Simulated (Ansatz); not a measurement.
Cartesian coordinates in Å:
```
B -1.4548 -0.3020 1.4700
C -0.4233 0.5596 0.7243
Si 0.2795 -0.3979 -0.7212
N 1.5563 0.4836 -1.4105
F 0.7255 -1.8366 -0.1601
H -2.5820 -0.3760 1.0696
H -1.1444 -0.9466 2.4286
H 0.4421 0.8475 1.3311
H -0.8538 1.4440 0.2410
H -0.7048 -0.6724 -1.7908
H 1.8972 0.2662 -2.3325
H 2.2626 0.9305 -0.8494
```

Total charge 0; spin multiplicity 1.

Problem. List the r2SCAN/def2-TZVPP orbital energies in eV (the Gaussian-basis code of Ansatz). (An estimate is asked.)

Solution. The calculation gave: Occupied: -1791.99, -665.72, -385.10, -272.60, -180.30, -142.27, -97.17, -97.12, -97.11, -30.84, -22.55, -18.53, -13.76, -12.98, -12.39, -11.61, -11.25, -10.76, -10.51, -9.34, -8.69, -8.04, -7.88, -6.93. Lowest empty: -1.82, 0.64, 1.15, 1.44, 1.95, 2.44, 2.81, 3.05.
